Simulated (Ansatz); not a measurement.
Frontier orbitals of B₂ClH₃OS (`BSB(O)Cl`).

```xyz
8

B    -0.3921   -1.7732   -0.0768
S    -1.0337   -0.1147   -0.0099
B     0.4031    1.0367    0.0456
O     0.1603    2.3591    0.1001
Cl    2.0743    0.5265    0.0336
H     0.7758   -1.9869   -0.0801
H    -1.2135   -2.6349   -0.1171
H    -0.7742    2.5873    0.1046
```

The species carries charge 0 and has multiplicity 1. The structure was optimised at the PBE0-D4/def2-TZVP level. It is one conformer, not always the lowest. Basis def2-TZVPP, the Gaussian-basis code of Ansatz.

```csv
functional,HOMO (eV),LUMO (eV),gap (eV)
LDA (SPW92),-7.61,-3.06,4.55
PBE,-7.49,-2.78,4.71
BLYP,-7.30,-2.60,4.70
r2SCAN,-7.78,-2.48,5.30
B97M-V,-7.84,-2.49,5.35
PBE0,-8.66,-1.85,6.81
ωB97M-V,-10.80,0.14,10.94
HF,-11.26,1.66,12.92
```

From PBE to PBE0 the HOMO moves by −1.17 eV and the LUMO by +0.93 eV, and with ωB97M-V by −3.32 and +2.92 eV, so the gap grows from 4.70 to 10.94 eV with exact exchange. A positive LUMO is unbound and depends on the basis.
